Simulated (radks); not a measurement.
The numbers below are computed, except where a source is named.
Q: Species: Tc2+. Configuration: [Kr] 4d4.5 5s0.5 (fractional occupations, a model configuration). Code: a radial shooting solver on a logarithmic mesh with Libxc functionals. Model: Dirac Kohn-Sham, PBE, spin-unpolarised, spherical densities, finite nucleus; open shells are shared between the two j in proportion to 2j + 1; Fermi nuclear charge, rms radius 4.4112 fm. Some entries of the table are withheld. Estimate them.

| orbital | occ. | eigenvalue (hartree) | <1/r> (bohr^-1) | <r> (bohr) |
|---|---|---|---|---|
| 1s1/2 | 2 | -767.1830 | 44.71 | 0.03428 |
| 2s1/2 | 2 | -110.0166 | 10.20 | 0.1493 |
| 2p1/2 | 2 | -101.5020 | 10.18 | 0.1271 |
| 2p3/2 | 4 | -97.15625 | 9.668 | 0.1318 |
| 3s1/2 | 2 | -19.72619 | 3.508 | 0.4151 |
| 3p1/2 | 2 | -16.45386 | (1) | (2) |
| 3p3/2 | 4 | -15.72711 | (3) | (4) |
| 3d3/2 | 4 | -9.93933 | 3.102 | 0.3970 |
| 3d5/2 | 6 | -9.79962 | 3.070 | 0.4004 |
| 4s1/2 | 2 | -3.36732 | 1.299 | 1.055 |
| 4p1/2 | 2 | -2.40902 | 1.181 | 1.146 |
| 4p3/2 | 4 | -2.29977 | 1.145 | 1.175 |
| 4d3/2 | 1.8 | -0.89126 | 0.8419 | 1.578 |
| 4d5/2 | 2.7 | -0.87947 | 0.8335 | 1.593 |
| 5s1/2 | 0.5 | -0.70463 | 0.4612 | 2.799 |

A: 
(1) 3p1/2 <1/r> (bohr^-1): 3.408
(2) 3p1/2 <r> (bohr): 0.4090
(3) 3p3/2 <1/r> (bohr^-1): 3.285
(4) 3p3/2 <r> (bohr): 0.4196
